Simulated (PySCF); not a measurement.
# `[C@H]1([Si@@H](C)Cl)[C@H](C)[C@@H]1F`, C$_{5}$H$_{10}$ClFSi

Geometry:
| atom | x (Å) | y (Å) | z (Å) |
| --- | --- | --- | --- |
| C1 | 2.746 | -0.200 | 0.089 |
| C2 | 1.415 | -0.020 | -0.595 |
| C3 | 0.629 | 1.233 | -0.404 |
| F4 | 1.122 | 2.198 | 0.425 |
| C5 | 0.142 | -0.041 | 0.223 |
| Si6 | -1.435 | -0.886 | -0.374 |
| C7 | -2.956 | -0.051 | 0.394 |
| Cl8 | -1.514 | -0.697 | -2.392 |
| H9 | 2.758 | 0.322 | 1.042 |
| H10 | 2.940 | -1.257 | 0.265 |
| H11 | 3.547 | 0.199 | -0.531 |
| H12 | 1.364 | -0.456 | -1.586 |
| H13 | 0.101 | 1.694 | -1.230 |
| H14 | 0.316 | -0.079 | 1.292 |
| H15 | -1.367 | -2.317 | -0.066 |
| H16 | -2.946 | -0.140 | 1.476 |
| H17 | -2.993 | 1.008 | 0.152 |
| H18 | -3.876 | -0.502 | 0.035 |

The calculation used TDDFT CAM-B3LYP/def2-SVPD circular dichroism and optical rotation, one conformer, gas phase in PySCF 2.14.0. Geometry: GFN2-xTB.

The molecule is flexible and this is one conformer; a measurement averages over conformers.

(1) Draw the ECD and absorption spectra from the lowest 16 states, each a Gaussian of half-width 0.35 eV at 1/e height.

## Answers

(1) 
```
E (eV)  λ (nm)  Δε (L mol⁻¹ cm⁻¹)  ε (L mol⁻¹ cm⁻¹)
  7.04     176              +0.10              29.1
  7.14     174              +0.24              65.3
  7.24     171              +0.52               130
  7.34     169              +1.00               234
  7.44     167              +1.69               392
  7.54     164              +2.50               631
  7.64     162              +3.08              1000
  7.74     160              +2.66              1570
  7.84     158              +0.10              2410
  7.94     156              -5.49              3530
  8.04     154             -13.57              4860
  8.14     152             -21.40              6220
  8.24     151             -25.05              7450
  8.34     149             -22.03              8460
  8.44     147             -13.51              9200
  8.54     145              -3.65              9590
  8.64     144              +3.43              9520
  8.74     142              +6.63              8960
  8.84     140              +7.96              8050
  8.94     139             +10.09              6950
```
Δε uses R in velocity form, ε uses f in length form. Only the states computed contribute, so the short-wavelength end is incomplete.

The sign of the CD band at 147 nm isn't settled: the length form gives the opposite one.
